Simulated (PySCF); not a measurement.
Spin states and ions at one geometry of Pb(CH3)(OH)

PySCF 2.14.0, RKS PBE0, Pb def2-SVP with ECP60, C def2-SVP, H def2-SVP, O def2-SVP; non-relativistic Hamiltonian with scalar-relativistic core potentials where named; density fitting; no spin-orbit coupling; singlets restricted, open shells unrestricted. The geometry is relaxed for charge 0, singlet, vacuum:

```xyz
7

Pb   -0.0334    0.4706   -0.1195
C     1.8105    0.0598    1.1707
H     2.5125   -0.6146    0.6533
H     2.3415    0.9976    1.4030
H     1.4575   -0.4077    2.1014
O    -1.2757   -0.2570    1.4339
H    -2.2067   -0.2175    1.1835
```

Energies count from the relaxed state; an electron taken off or put on is at rest in vacuum. Charges and spins are Mulliken's.

Order these states by energy, lowest first.
A. charge 0, singlet, vacuum
B. charge +1, doublet, vacuum
C. charge 0, triplet, vacuum
D. charge -1, doublet, vacuum

D (-0.14 eV), A (0.00 eV), C (2.35 eV), B (8.30 eV).

How do charge and spin on the first atom follow?


```
                     state  spin squared  charge on Pb1 (e)  spin on Pb1 (e)  dipole about the centre of mass (D)
 charge 0, singlet, vacuum          0.00               0.57             0.00                                 2.46
 charge 0, triplet, vacuum          2.01               0.28             1.30                                 1.61
charge +1, doublet, vacuum          0.76               1.01             0.31                                 1.79
charge -1, doublet, vacuum          0.75              -0.19             0.98                                 2.46
```

With an electron taken off (doublet) the charges change, summed by element, by Pb +0.44 e, C +0.11 e, H +0.35 e, O +0.10 e. The vertical ionisation energy is 8.30 eV, against −ε(HOMO) = 6.21 eV of the relaxed state. The level lies 2.1 eV too high, as is usual for semilocal functionals and global hybrids, which keep a self-interaction error.

With an electron put on (doublet) the charges change, summed by element, by Pb -0.76 e, C +0.06 e, H -0.23 e, O -0.06 e. The vertical electron affinity is 0.14 eV, against −ε(LUMO) = 2.02 eV of the relaxed state. The basis has no diffuse functions, which an added electron needs. The added electron's level lies above zero.

Open shells may have lower solutions than those found.
